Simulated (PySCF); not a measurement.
C8H11ClO.
Atom-mapped SMILES: `[CH2:1]=[CH:2][C@@:3]1([CH2:4][CH3:5])[CH2:6][C@H:7]1[C:8](=[O:9])[Cl:10]`

Cartesian coordinates in Å at the GFN2-xTB level; atoms count from 1:
```xyz
21
C8H11ClO angstrom
C      0.233   -1.778   -1.511
C     -0.287   -0.597   -1.222
C     -0.091    0.161    0.034
C      1.048   -0.268    0.938
C      2.401    0.070    0.316
C     -0.462    1.605    0.038
C     -1.368    0.641    0.767
C     -2.679    0.356    0.203
O     -3.072    0.488   -0.910
Cl    -3.789   -0.281    1.446
H      0.030   -2.253   -2.455
H      0.874   -2.323   -0.840
H     -0.936   -0.115   -1.941
H      0.982   -1.340    1.133
H      0.962    0.246    1.897
H      2.519   -0.427   -0.643
H      3.207   -0.246    0.974
H      2.486    1.142    0.155
H      0.110    2.290    0.646
H     -0.852    2.034   -0.873
H     -1.325    0.612    1.847
```

NICS = −σ at a ghost point: NICS(0) at the centroid of the ring atoms, NICS(1) 1 Å to either side along the normal of their mean plane, zz for the tensor component along that normal. Level: GIAO PBE0/pcSseg-1 (PySCF, non-relativistic, gas phase) on the GFN2-xTB geometry, one conformer.

Ring bond lengths (Å), with Mayer bond orders in brackets: C3–C6 1.491 (0.92), C6–C7 1.511 (0.89), C7–C3 1.549 (0.84).

Problem. What do the NICS probes read (ppm)?

Solution. 
```csv
ring,type,NICS(0),"NICS(1), two faces","NICS(1)zz, two faces",rms pucker (Å),"centre to ring atoms, mean (Å)"
C3–C6–C7,3-membered carbocycle; formal bonds all single,-42.9,-8.2 / -7.3,-20.9 / -20.2,0.00,0.88
```

Problem. What do they say, and how far can they be read as aromaticity?

Solution. 
- C3–C6–C7: mean NICS(1)zz -20.5 ppm, shielded. C3, C6, C7 have four or more neighbours, and the NICS criterion for π rings isn't applied. NICS(0) lies 35 ppm below the mean NICS(1).

Problem. At the first NICS(1) probe listed for ring C3–C6–C7, 1 Å off the ring, what do the in-plane components average?

Solution. The isotropic value is a third of the trace: (3 × -8.2 − (-20.9))/2 = -1.8 ppm.

Problem. List the ring angles and the Hirshfeld charges of the ring atoms.

Solution. 
- C3–C6–C7: C3 59.6° (+0.029 e), C6 62.1° (-0.072 e), C7 58.3° (-0.056 e); sum 180.0° against 180° for a flat convex ring.
